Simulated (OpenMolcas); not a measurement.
# Fe5+: Racah parameters, worked from levels

- Program: OpenMolcas
- Basis: ANO-RCC-VTZP [6s5p3d2f1g]
- Scalar Hamiltonian: DKH2, point nucleus
- Active space: 3 electrons in 5 orbitals (3d)
- State averaging: 2S+1 = 4 even, 10 roots; 2S+1 = 2 even, 40 roots
- Spin-orbit coupling: state interaction with AMFI integrals over the reference wave functions, term energies averaged over their components

Methods: CASSCF; MS-CASPT2, IPEA 0.25 Eh, imaginary shift 0.1 Eh (closed shells correlated: 3s 3p). Measured levels: Corliss and Sugar, J. Phys. Chem. Ref. Data 11, 135 (1982).

**Racah parameters.** Above ⁴F, d3 has ⁴P at 15B, ²G at 4B + 3C and ²H at 9B + 3C. The first two fix B and C, and the third tests them; where it misses by thousands of cm-1, two parameters do not describe the configuration (Trees and configuration-interaction terms are left out) and B and C hang on the terms chosen. Term energies are centres of gravity, weighted by 2J + 1.

```
   Source     ⁴P     ²G     B     C   C/B  ²H from B, C  ²H found
   CASSCF  22496  23053  1500  5685  3.79         30555     30615
MS-CASPT2  18840  20241  1256  5072  4.04         26520     28596
 measured  18079  19841  1205  5007  4.16         25866     27822
```

Energies in cm-1. From CASSCF to MS-CASPT2, B changes by -16.3 % and C by -10.8 %. Against the measured terms, MS-CASPT2 has B off by +4.2 % and C by +1.3 %.

CASPT2 breaks the degeneracy within a term, and the mean is taken; among the terms shown or strongly mixed into the levels shown the widest spread is 1000 cm-1 (3d³ ⁴F, MS-CASPT2). Without dynamic correlation excited terms often stand tens of per cent too high (terms of higher spin than the ground term too low), and those without a measured partner can miss by more than the paired ones (holds for CASSCF). Measured partners are found by configuration, term and J. A level has none where our copy of the source lacks it or the pairing is in doubt (some pairs that miss far off the trend of their configuration count as doubtful), and it then counts in no deviation. Only configurations of the active space appear.
